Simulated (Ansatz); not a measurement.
Ideal-gas functions of FH4OSi2, SMILES `O[SiH](F)[SiH2]` radical at 500 K and 1 bar, from an Ansatz frequency run at PBE0-D4/def2-TZVP.

Molar mass 95.2 g/mol, point group C1 (symmetry number 1), electronic degeneracy 2, moments of inertia 78.349, 172.635, 224.493 u Å². Harmonic wavenumbers (cm⁻¹, unscaled): 80, 153, 206, 271, 324, 413, 464, 515, 771, 819, 834, 887, 923, 946, 2204, 2228, 2266, 3919.

Use S(trans) = R[1.5 ln M + 2.5 ln T − 1.1517]; rotational temperatures θ = 24.2544 K / I; S(rot) = R[ln(√π/σ · √(T³/θAθBθC)) + 1.5]; for each mode x = 1.438777 ν̃/T, S = R[x/(eˣ − 1) − ln(1 − e⁻ˣ)] and H = RT x/(eˣ − 1); 1 cm⁻¹ = 0.0119627 kJ/mol; R = 8.31446 J/(mol·K).

By hand: the entropy, in J/(mol·K).

Translation 176.4. Rotation: θ = 0.3096, 0.1405, 0.108 K, giving 117.0. Vibration, mode by mode: 20.54, 15.20, 12.78, 10.59, 9.19, 7.35, 6.50, 5.77, 3.21, 2.88, 2.78, 2.47, 2.27, 2.16, 0.11, 0.10, 0.09, 0.00, in all 104.0. Electronic 5.8. Sum 403.2 J/(mol·K).

By hand: H − E and G − E in kJ/mol, counted from the electronic energy.

Zero-point energy ½ × 18223 × 0.0119627 = 109.0; thermal vibration 27.1; translation, rotation and pV give 4 RT = 16.6. H − E = 152.7 kJ/mol, and G − E = 152.7 − 500 × 403.2/1000 = -48.9 kJ/mol.

Vibration gives 26 % of the entropy, 20.5 J/(mol·K) of it from the mode under 150 cm⁻¹: soft modes count most, and the harmonic formula is weakest for them. The sum counts one conformer and one mirror image; others add a mixing term.
